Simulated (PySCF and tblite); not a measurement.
Values are calculated unless marked as measured or tabulated.
C5H8F3NSi, numbered as in [CH3:1][Si:2]([CH3:3])([NH2:4])[C:5]#[C:6][C:7]([F:8])([F:9])[F:10].

Level: B3LYP-D3(BJ)/pcSseg-1 (IEF-PCM, tetrahydrofuran)//GFN2-xTB, thermal terms from GFN2-xTB, symmetry numbers and mirror pairs counted. Conformers within 3 kcal/mol (GFN2-xTB free energy) were kept, 9 at most. GIAO shieldings: B3LYP/pcSseg-1 (IEF-PCM, tetrahydrofuran). Shifts are against TMS (¹H), TMS (¹³C), TMS (²⁹Si) at the same level. (PySCF 2.14, tblite 0.8.)

Torsions listed: C1–Si2–N4–H4. Of a mirror pair one member is shown.

| conformer | shape | symmetry | E(GFN2) kcal/mol | E(DFT) kcal/mol |
| --- | --- | --- | --- | --- |
| 1 | -172° | Cs | 0.00 | 0.00 |
| 2 | 54° | C1 (pair) | 1.00 | 1.47 |

(1) How much do the weights at 298.15 K and the averaged shift of Si2 depend on how the conformers are weighted?

Unscaled ²⁹Si shifts at such levels can be off by tens of ppm; differences between conformers or isomers are more reliable.

Results:

(1) 
```
                                                              weighting  1 (%)  2 (%)  δ (ppm)  rms dipole (D)
DFT energy with thermal terms, symmetry and mirror images (full scheme)     74     26    -23.8            4.33
                             DFT energy with symmetry and mirror images     86     14    -24.3            4.17
                                                        bare DFT energy     92      8    -24.6            4.07
                        GFN2-xTB energy with symmetry and mirror images     73     27    -23.8            4.34
                                                   GFN2-xTB free energy     56     44    -23.1            4.56
                                                leading conformer alone    100      0    -24.9            3.96
                                                          equal weights     50     50    -22.9            4.64
```

The largest departure from the full scheme, 1.0 ppm, comes with: leading conformer alone.


Conformer gaps in pcSseg-1 on xTB geometries can be 2 kcal/mol off for S=O, P=O and other polar bonds.